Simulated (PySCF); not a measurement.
An unknown gives this computed stick spectrum. Level of theory: TDDFT CAM-B3LYP/def2-SVPD, vertical, gas phase, core orbitals frozen in the response (PySCF 2.14.0, density-fitted response routines). Geometries: GFN2-xTB, one conformer each.

| state | E (eV) | f | main configurations (H = HOMO, L = LUMO) |
| --- | --- | --- | --- |
| S1 | 4.24 | 0.0002 | H-1→L (48%), H-2→L (42%) |
| S2 | 5.44 | 0.0005 | H→L (92%) |
| S3 | 5.99 | 0.0001 | H→L+1 (93%) |
| S4 | 6.22 | 0.079 | H→L+2 (58%), H→L+4 (20%), H→L+3 (15%) |
| S5 | 6.27 | 0.0024 | H-2→L (46%), H-1→L (45%) |
| S6 | 6.50 | 0.014 | H-1→L+1 (50%), H→L+4 (13%) |
| S7 | 6.52 | 0.047 | H→L+4 (27%), H-1→L+1 (25%), H-1→L+2 (11%) |
| S8 | 6.74 | 0.096 | H-1→L+2 (33%), H→L+4 (29%), H→L+2 (16%) |

Triplets computed (Tamm–Dancoff): 3.41, 4.25, 4.95 eV.

Orbital energies (eV): HOMO-3 -11.00, HOMO-2 -8.92, HOMO-1 -8.49, HOMO -7.73, LUMO 0.07, LUMO+1 1.01, LUMO+2 1.12.

Task: Which structure fits? All have the formula C5H8N2Si.
A. `[H]/N=C\[SiH2]N1C=CC=C1`
B. `C#CC[Si@@](C)(N)C#N`
C. `C=CC1=CN([SiH3])N=C1`
D. `C=CC1=CN=CN1[SiH3]`

Result: A. Its S1, at 4.24 eV, is the lowest among the candidates; the nearest of the others has S1 at 4.89 eV. S1 is HOMO-1→LUMO (48%), HOMO-2→LUMO (42%). Löwdin shares by element: HOMO carbon 82% or more (atoms not listed hold the other 18%); LUMO nitrogen 34% or more, carbon 33% or more, silicon 15%, hydrogen 5% or more. At the same level the other candidates give, for their lowest levels:
- `C=Cc1cnn([SiH3])c1`: 5.25 eV (f 0.324); 6.08 eV (f 0.029); 6.16 eV (f 0.000); 6.55 eV (f 0.001); 6.63 eV (f 0.008); T1 3.39 eV; HOMO -7.64, LUMO 0.40 eV
- `C#CC[Si@@](C)(N)C#N`: 6.55 eV (f 0.001); 6.77 eV (f 0.031); 6.85 eV (f 0.001); 6.88 eV (f 0.031); 7.14 eV (f 0.002); T1 5.47 eV; HOMO -9.08, LUMO 0.74 eV
- `C=Cc1cncn1[SiH3]`: 4.89 eV (f 0.348); 5.75 eV (f 0.002); 6.05 eV (f 0.000); 6.25 eV (f 0.024); 6.29 eV (f 0.003); T1 3.01 eV; HOMO -7.39, LUMO 0.12 eV

The values belong to the conformer `[H]/[N:1]=[CH:2]\[SiH2:3][n:4]1[cH:5][cH:6][cH:7][cH:8]1`: N1–C2–Si3–N4 -7°, C2–Si3–N4–C5 127°.
